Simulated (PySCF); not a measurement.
# Indium: a sound run and one with changed settings

Sound run: In(2+) [Kr] 4d10 5s1, In(3+) [Kr] 4d10. All numbers are calculated (PySCF 2.14, scalar relativity through the core potential, in cc-pVTZ-PP with ECP28MDF (5s4p3d1f, 39 functions)). The sound run starts from symmetry-adapted Hartree-Fock orbitals and uses a fine grid where one is needed.

Changed run: basis STO-3G, all-electron and non-relativistic. This setting is unsound on purpose.

```json
{"species": "In(2+)", "method": "UHF", "sound run (hartree)": "-188.39358", "changed run (hartree)": "-5682.23005", "converged": "yes"}
{"species": "In(2+)", "method": "r2SCAN", "sound run (hartree)": "-189.28137", "changed run (hartree)": "-5684.26445", "converged": "yes"}
{"species": "In(2+)", "method": "M06-2X", "sound run (hartree)": "-189.15924", "changed run (hartree)": "-5684.26357", "converged": "yes"}
{"species": "In(3+)", "method": "UHF", "sound run (hartree)": "-187.41535", "changed run (hartree)": "-5681.40340", "converged": "yes"}
{"species": "In(3+)", "method": "r2SCAN", "sound run (hartree)": "-188.23878", "changed run (hartree)": "-5683.41988", "converged": "yes"}
{"species": "In(3+)", "method": "M06-2X", "sound run (hartree)": "-188.13012", "changed run (hartree)": "-5683.41687", "converged": "yes"}
```

Ionisation energy of In(2+):

| method | sound run (eV) | changed run (eV) |
| --- | --- | --- |
| UHF | 26.619 | 22.494 |
| r2SCAN | 28.370 | 22.982 |
| M06-2X | 28.004 | 23.040 |

A minimal basis cannot let orbitals breathe on ionisation and holds almost no correlation. The Hamiltonian changed with the basis, so the totals do not compare.

For comparison, NIST gives 28.044 eV between the lowest levels.
